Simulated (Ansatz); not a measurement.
Cost and result for the atomization energy of H4OSn (`[OH][SnH3]`) (6 atoms, 5 bonds).

Cartesian coordinates in Å:
```
O 0.376 -0.995 1.059
Sn 0.005 0.228 -0.439
H -0.148 -0.807 1.840
H 0.355 1.823 0.064
H -1.642 0.074 -0.869
H 1.055 -0.323 -1.655
```

Total charge 0; spin multiplicity 1. Correlated methods include outer-core shells of Sn, which these sets cover unevenly. Sn: def2 effective core potential. All single points use the PBE0-D4/def2-TZVP geometry. Program: Ansatz. All runs use 4 threads of an Arm Neoverse V1 on a shared host. Times are those of one run each, without the atoms' runs, and a repeat can differ threefold. Electronic energies, without spin–orbit coupling; frozen cores. CCSD(T)/CBS adds CCSD(T) − MP2 in def2-TZVPP to the MP2 limit, and its time is that of the two runs behind it. T1 = 0.014. With those shells the extrapolation isn't a true limit. B3LYP takes the VWN-RPA correlation (the form of Gaussian; ORCA's B3LYP/G).

CCSD(T)/CBS is a level of theory with its own doubt, some kJ/mol a heavy atom from the limit and from the frozen cores, so smaller differences don't rank the functionals.

```json
{"level": "LDA (SPW92)/def2-TZVPP", "functions": "137", "wall time": "0.45 s", "atomization (kcal/mol)": "436.7", "difference from CCSD(T)/CBS": "49.6", "per bond": "9.9"}
{"level": "CCSD(T)/def2-SVP", "functions": "60", "wall time": "0.7 s", "atomization (kcal/mol)": "349.9", "difference from CCSD(T)/CBS": "-37.2", "per bond": "-7.4"}
{"level": "PBE0-D4/def2-TZVPP", "functions": "137", "wall time": "0.8 s", "atomization (kcal/mol)": "371.8", "difference from CCSD(T)/CBS": "-15.3", "per bond": "-3.1"}
{"level": "BHLYP-D4/def2-TZVPP", "functions": "137", "wall time": "0.85 s", "atomization (kcal/mol)": "367.0", "difference from CCSD(T)/CBS": "-20.1", "per bond": "-4.0"}
{"level": "B3LYP-D4/def2-TZVPP (with forces)", "functions": "137", "wall time": "1 s", "atomization (kcal/mol)": "378.7", "difference from CCSD(T)/CBS": "-8.4", "per bond": "-1.7"}
{"level": "B2PLYP/def2-TZVPP", "functions": "137", "wall time": "1.4 s", "atomization (kcal/mol)": "374.9", "difference from CCSD(T)/CBS": "-12.2", "per bond": "-2.4"}
{"level": "PBE-QIDH/def2-TZVPP", "functions": "137", "wall time": "1.4 s", "atomization (kcal/mol)": "371.4", "difference from CCSD(T)/CBS": "-15.7", "per bond": "-3.2"}
{"level": "ωB97X-V/def2-TZVPP", "functions": "137", "wall time": "2.5 s", "atomization (kcal/mol)": "384.8", "difference from CCSD(T)/CBS": "-2.3", "per bond": "-0.5"}
{"level": "B97M-V/def2-TZVPP", "functions": "137", "wall time": "2.5 s", "atomization (kcal/mol)": "388.7", "difference from CCSD(T)/CBS": "1.6", "per bond": "0.3"}
{"level": "ωB97M-V/def2-TZVPP (with forces)", "functions": "137", "wall time": "3.2 s", "atomization (kcal/mol)": "381.1", "difference from CCSD(T)/CBS": "-6.0", "per bond": "-1.2"}
{"level": "CCSD(T)/def2-TZVPP", "functions": "137", "wall time": "9 s", "atomization (kcal/mol)": "375.4", "difference from CCSD(T)/CBS": "-11.7", "per bond": "-2.3"}
{"level": "CCSD(T)/def2-QZVPP", "functions": "259", "wall time": "110 s", "atomization (kcal/mol)": "383.3", "difference from CCSD(T)/CBS": "-3.8", "per bond": "-0.8"}
{"level": "CCSD(T)/CBS(def2)", "functions": "–", "wall time": "2 min", "atomization (kcal/mol)": "387.1", "difference from CCSD(T)/CBS": "0.0", "per bond": "0.0"}
```

From PBE to PBE0 (25 % exact exchange), in def2-TZVPP and without D4, the atomization energy moves by −7.2 kcal/mol: exact exchange takes away binding that semilocal exchange gives to molecules. The D4 term adds +2.9 kcal/mol with B3LYP and +1.5 kcal/mol with PBE0; it sums over pairs of atoms, weighted by their polarisabilities, and B3LYP, whose exchange is more repulsive, gets the larger term. At CCSD(T), def2-SVP lies −37.2 kcal/mol from the extrapolated value and def2-TZVPP −11.7 kcal/mol: correlation converges slowly with the basis, and small sets miss more of it in the bonded molecule than in its fragments.

Spin–orbit coupling would lower the free Sn atoms strongly, and the atomization energy with them, by more than many differences here. For some Ge, Se and Sn compounds the MP2-based and the directly extrapolated limit differ by 10 to 25 kJ/mol.
